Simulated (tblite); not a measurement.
C₆H₉N₃O.
Bonds: C1–C2, C2–C3, C3–N4 (aromatic), N4–N5 (aromatic), N5–N6 (aromatic), N6–C7 (aromatic), C7–C8, C8–C9, C8–O10 (double), C3–C7 (aromatic). Hydrogens: H11, H12, H13 on C1; H14, H15 on C2; H16 on N4; H17, H18, H19 on C9.

Computed with GFN2-xTB (tblite), gas phase: L-BFGS steps from a force-field or distance-geometry start until the largest atomic force falls under 0.01 eV/Å.

Step 13: E = -823.0107 eV
```
atom  x, y, z in Å  |  force x, y, z in eV/Å
C1     -2.3154   -0.9894    0.1621    0.005   0.001   0.001
C2     -1.4659   -0.1309    1.1018   -0.013  -0.022   0.060
C3     -0.5273    0.7306    0.3489   -0.001  -0.023   0.025
N4     -0.7767    2.0148    0.0224   -0.041  -0.011   0.008
N5      0.2461    2.5384   -0.6650    0.013  -0.020  -0.005
N6      1.1395    1.6496   -0.7949    0.022  -0.036  -0.011
C7      0.7352    0.4987   -0.1950   -0.016   0.003  -0.006
C8      1.5310   -0.7315   -0.1462    0.021   0.106  -0.047
C9      2.8732   -0.6419   -0.8140    0.007  -0.014   0.001
O10     1.1170   -1.7333    0.3960   -0.025  -0.046   0.024
H11    -2.9929   -1.6080    0.7451    0.015  -0.007  -0.016
H12    -1.6656   -1.6363   -0.4204   -0.026  -0.017  -0.028
H13    -2.9054   -0.3727   -0.5133    0.029   0.010  -0.013
H14    -2.1110    0.4927    1.7248   -0.022   0.015   0.015
H15    -0.8859   -0.7952    1.7435    0.030  -0.003   0.007
H16    -1.6021    2.5517    0.2411    0.021   0.065  -0.027
H17     3.4648    0.1458   -0.3552   -0.030   0.030   0.028
H18     2.7443   -0.3804   -1.8609   -0.039   0.021  -0.014
H19     3.3873   -1.5934   -0.7282    0.049  -0.051  -0.002
```

Step 14: E = -823.0115 eV
```
atom  x, y, z in Å  |  force x, y, z in eV/Å
C1     -2.3141   -0.9886    0.1613    0.005  -0.002   0.006
C2     -1.4654   -0.1312    1.1031   -0.006  -0.009   0.034
C3     -0.5282    0.7305    0.3488    0.004  -0.013   0.033
N4     -0.7754    2.0150    0.0217   -0.037  -0.013  -0.004
N5      0.2480    2.5365   -0.6674    0.003  -0.015   0.018
N6      1.1406    1.6466   -0.7953    0.004  -0.025  -0.027
C7      0.7335    0.4972   -0.1952    0.006  -0.008  -0.007
C8      1.5291   -0.7319   -0.1467    0.015   0.019   0.005
C9      2.8708   -0.6417   -0.8127    0.024  -0.005  -0.015
O10     1.1172   -1.7348    0.3965   -0.032  -0.014   0.010
H11    -2.9916   -1.6071    0.7437    0.005  -0.016  -0.014
H12    -1.6635   -1.6358   -0.4204   -0.029  -0.011  -0.024
H13    -2.9038   -0.3725   -0.5151    0.036   0.012  -0.006
H14    -2.1088    0.4928    1.7275   -0.028   0.005   0.013
H15    -0.8839   -0.7967    1.7425    0.025   0.001   0.008
H16    -1.5999    2.5528    0.2403    0.011   0.074  -0.027
H17     3.4583    0.1480   -0.3524   -0.014   0.031   0.022
H18     2.7379   -0.3784   -1.8583   -0.020   0.024  -0.031
H19     3.3893   -1.5917   -0.7295    0.028  -0.033   0.003
```

Question: Estimate the geometry and energy of step 15. (The exact step hangs on the optimiser's Hessian estimate; all steps are aligned on step 14, rigid shifts and turns removed.)

Answer: E = -823.0121 eV, largest force 0.073 eV/Å
```
atom  x, y, z in Å  |  force x, y, z in eV/Å
C1     -2.3131   -0.9881    0.1610    0.005  -0.005   0.008
C2     -1.4652   -0.1317    1.1048    0.001   0.001   0.010
C3     -0.5288    0.7302    0.3495    0.014   0.003   0.025
N4     -0.7750    2.0148    0.0212   -0.021  -0.012  -0.009
N5      0.2492    2.5348   -0.6687   -0.007  -0.011   0.024
N6      1.1412    1.6442   -0.7960   -0.018  -0.013  -0.028
C7      0.7324    0.4961   -0.1955    0.008  -0.013   0.000
C8      1.5281   -0.7319   -0.1469    0.009  -0.058   0.040
C9      2.8697   -0.6417   -0.8121    0.027   0.003  -0.021
O10     1.1169   -1.7356    0.3969   -0.027   0.016  -0.005
H11    -2.9906   -1.6068    0.7425   -0.005  -0.020  -0.011
H12    -1.6628   -1.6357   -0.4210   -0.025  -0.005  -0.017
H13    -2.9020   -0.3721   -0.5164    0.036   0.014   0.002
H14    -2.1080    0.4930    1.7296   -0.025  -0.010   0.010
H15    -0.8820   -0.7977    1.7421    0.016   0.004   0.012
H16    -1.5981    2.5551    0.2392    0.012   0.067  -0.025
H17     3.4537    0.1500   -0.3501   -0.004   0.020   0.010
H18     2.7334   -0.3766   -1.8571   -0.001   0.019  -0.028
H19     3.3912   -1.5912   -0.7303    0.006  -0.004   0.003
```

The energy changes by -0.0006 eV. The first-order estimate −F·Δx gives -0.0008 eV and the mean of the old and new forces, exact on a quadratic surface, -0.0006 eV. The step makes an angle of 62° with the force vector and moves no atom by more than 0.006 Å.

What follows is the cost of the whole relaxation. Time: 0.28 s. Hardware: Arm Neoverse V1, one thread, no GPU (shared host).
